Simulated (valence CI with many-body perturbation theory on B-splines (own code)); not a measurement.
**Sensitivity of CI+MBPT for Pr LIII**

Computed by valence CI with perturbative core correlation (CI+MBPT): five valence electrons over a frozen Dirac-Fock core [He], a basis of 6 s, 6 p, 5 d, 3 f, 1 g functions for each j, with the one-electron correlation potential Σ1 (screened to all orders), the two-electron term Σ2, the three-electron term Σ3, Breit, model QED; selected single and double excitations, second order for the rest, scaled by the run's own slope (own B-spline code, finite nucleus).

The last digits are not significant, and no measured levels were compared; by estimate large intervals hold to a few tenths of a per cent, small ones and those within an open d or f shell to about a per cent. Among the levels kept, up to 2400 cm⁻¹ of a level comes from second order outside the variational space, and about a tenth of that is noise between levels of different J, which matters for small intervals.

The reference run has the lowest level (2s^2 2p1/2^2 2p3/2) J=3/2 and an ionisation energy of 10175.5 eV. Its largest variational space holds 10000 state functions.

Levels are named by their leading jj configuration (3d3/2^4 stands for four electrons in 3d with j = 3/2), which in mixed levels can hold well under half, so a name can repeat and another be missing. Letters in brackets count levels of one name in rising energy.

Changed runs:
A. logarithmic knot step 0.27 → 0.33; factor on the speed of light 1 → 10; QED terms on → off
B. box radius (bohr) 1.1013 → 4.17
C. shift of the energy in Σ1 (hartree) 0 → 36.1
D. highest l in the core sums 6 → 2 (bad on purpose)

Excitation energies of the reference run in cm⁻¹, and shifts in cm⁻¹:

```
                       Level  Reference        B        C       D
  (2s^2 2p1/2 2p3/2^2) J=3/2    3916930     -4.6      +13    +112
  (2s^2 2p1/2 2p3/2^2) J=5/2    4088340     -4.7      +13    +111
  (2s^2 2p1/2 2p3/2^2) J=1/2    4379050     -4.7      +13    +111
  (2s 2p1/2^2 2p3/2^2) J=5/2    5908090     -6.3      -11    -410
  (2s 2p1/2^2 2p3/2^2) J=1/2    6534650     -6.4      -11    -409
  (2s 2p1/2^2 2p3/2^2) J=3/2    6547050     -6.6      -11    -410
        (2s^2 2p3/2^3) J=3/2    8306610     -9.4      +25    +216
(2s 2p1/2 2p3/2^3) J=3/2 [a]    9998770      -11     +1.6    -300
    (2s 2p1/2 2p3/2^3) J=5/2   10282800      -11     +1.7    -300
    (2s 2p1/2 2p3/2^3) J=1/2   10630900      -11     +1.8    -298
(2s 2p1/2 2p3/2^3) J=3/2 [b]   10716100      -11     +1.7    -299
     (2p1/2^2 2p3/2^3) J=3/2   12915400      -13      -21    -813
      Ionisation energy (eV)    10175.5  -0.0006  +0.0056  +0.054
```

Run A ends with another lowest level, (2s^2 2p1/2 2p3/2^2) J=3/2, and an ionisation energy of 10135.2 eV.
